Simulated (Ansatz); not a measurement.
## What each rung costs, and what it gives

Saddle point of SiHCl3, closed shell (SiCl₂ + HCl → SiCl₂ + HCl; bonds formed: Si1–Cl4, Cl2–H3; bonds broken: Si1–Cl2, H3–Cl4), PBE0-D4/def2-TZVP structure:

```
atom    x (Å)    y (Å)    z (Å)
 Si1   0.6511   0.8520  -0.5356
 Cl2   0.1868  -1.4592  -0.8796
  H3   0.1394  -1.0330   0.6110
 Cl4   0.2931   0.0734   1.6877
 Cl5  -1.2703   1.5668  -0.8834
```

Barriers are electronic and count from the start structure reached by relaxing down the imaginary mode.

Computed with Ansatz 0.2.0 (basis: as named in each row); correlated methods freeze the cores. B3LYP uses VWN-RPA correlation. Extrapolation: Hartree–Fock as exp(−7.88 √X), correlation as X^−2.97.

Times are rough, for one single point on 2 threads of a shared host (Intel Xeon Platinum 8488C).

The estimate by CCSD(T) at an estimated basis limit (MP2 extrapolated from triple and quadruple zeta, plus CCSD(T) − MP2 in triple zeta) is 53.0 kJ/mol.

```csv
method,basis,time (s),barrier (kJ/mol),method less estimate
SPW92,def2-TZVPP,under 1,-4.3,-57.3
PBE-D4,def2-TZVPP,1,18.0,-35.0
BLYP-D4,def2-TZVPP,2,33.5,-19.5
B3LYP-D4,def2-TZVPP,2,43.6,-9.5
BHLYP-D4,def2-TZVPP,2,60.8,7.8
CAM-B3LYP-D4,def2-TZVPP,3,50.9,-2.1
r2SCAN-D4,def2-TZVPP,3,27.6,-25.5
PBE0-D4,def2-TZVPP,3,31.7,-21.3
RPA on PBE,def2-TZVPP,4,55.5,2.5
r2SCAN0-D4,def2-TZVPP,4,37.4,-15.6
B2PLYP,def2-TZVPP,4,49.1,-3.9
PBE-QIDH,def2-TZVPP,4,43.2,-9.8
wB97X-V,def2-TZVPP,5,52.5,-0.5
B97M-V,def2-TZVPP,6,48.1,-4.9
wB97M-V,def2-TZVPP,7,49.5,-3.5
MP2,def2-QZVPP,13,43.8,-9.2
CCSD(T),def2-TZVPP,29,57.0,4.0
```

All methods are single points on the PBE0-D4 structures; a negative value means that the method puts the saddle structure below the start.

The T1 diagnostic stays at or below 0.012.
